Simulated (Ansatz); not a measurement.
Input file for C2H6BClGe:

```yaml
crystal:
  periodic: [false, false, false]
  atoms:
    - {symbol: C, position_ang: [-0.815197, -0.876880, 1.029646]}
    - {symbol: C, position_ang: [0.098289, 0.295855, 1.041470]}
    - {symbol: B, position_ang: [1.089367, 0.751692, 0.075250]}
    - {symbol: Ge, position_ang: [0.508692, 0.207589, -1.714148]}
    - {symbol: Cl, position_ang: [1.151297, 1.239227, -3.483339]}
    - {symbol: H, position_ang: [-0.513950, -1.578452, 1.817823]}
    - {symbol: H, position_ang: [-0.793635, -1.438998, 0.092236]}
    - {symbol: H, position_ang: [-1.849396, -0.596258, 1.254958]}
    - {symbol: H, position_ang: [0.006540, 0.888167, 1.956192]}
    - {symbol: H, position_ang: [1.923359, 1.597210, 0.165830]}
    - {symbol: H, position_ang: [-0.739867, -0.546252, -2.215418]}
basis:
  gaussian: {orbitals: def2-TZVPP}
correlation: {method: ccsd_t}
```

```sh
$ ansatz run in.yaml --threads 4 --pin off --events-out ev --progress --plain --max-ram 10444MiB
```

The program prints (abridged):

```
Functional definition: HF
1599 factors; integrals over basis functions are off by at most 1.4e-3 eV
mean field evaluation 1: about -71800.1865 eV, gradient 4.0e1 eV
mean field evaluation 2: about -71800.3872 eV, gradient 4.0e1 eV
mean field evaluation 4: about -71805.2092 eV, gradient 5.1e0 eV
mean field evaluation 8: about -71805.3353 eV, gradient 6.8e-1 eV
mean field evaluation 16: about -71805.3402 eV, gradient 1.8e-6 eV
mean field -71805.34016212 eV, -2638.7975795502 hartree, gradient 1.8e-6 eV, S^2 0.000000; 0 other end points of the search recorded, 0 dependent functions left out; unrestricted orbitals would lower it
17 core orbitals not correlated: weight in the atoms' cores, before any rotation towards them, 1.000 or more for the frozen orbitals, at most 0.000 for the correlated occupied ones
reference -71805.34016212 eV, -2638.7975795502 hartree; 19, 19 occupied and 231, 231 virtual orbitals, 1599 factors
second order -24.20194647 eV of doubles, -0.00000000 eV of singles
cycle   1  -24.58500888 eV  change   -3.8e-1 eV  update   1.2e-1
cycle   2  -25.26929386 eV  change   -6.8e-1 eV  update   3.7e-2
cycle   3  -25.40980071 eV  change   -1.4e-1 eV  update   1.9e-2
cycle   4  -25.39653335 eV  change    1.3e-2 eV  update   5.1e-3
cycle   5  -25.39389375 eV  change    2.6e-3 eV  update   2.7e-3
cycle   6  -25.39426856 eV  change   -3.7e-4 eV  update   8.1e-4
cycle   7  -25.39408753 eV  change    1.8e-4 eV  update   3.4e-4
cycle   8  -25.39413912 eV  change   -5.2e-5 eV  update   1.3e-4
cycle   9  -25.39416582 eV  change   -2.7e-5 eV  update   5.3e-5
cycle  10  -25.39414365 eV  change    2.2e-5 eV  update   2.2e-5
perturbative correction -1.20086984 eV, -0.0441311528 hartree
Total energy: -71831.93517561 eV, -2639.7749282694 hartree
```

Run time 5.1 min (4 threads of an Arm Neoverse V1 on a shared host); peak host memory 6.7 GiB.

The correlation energy is -26.595 eV, 4.5 % of it from (T); the T1 diagnostic reads 0.0130.
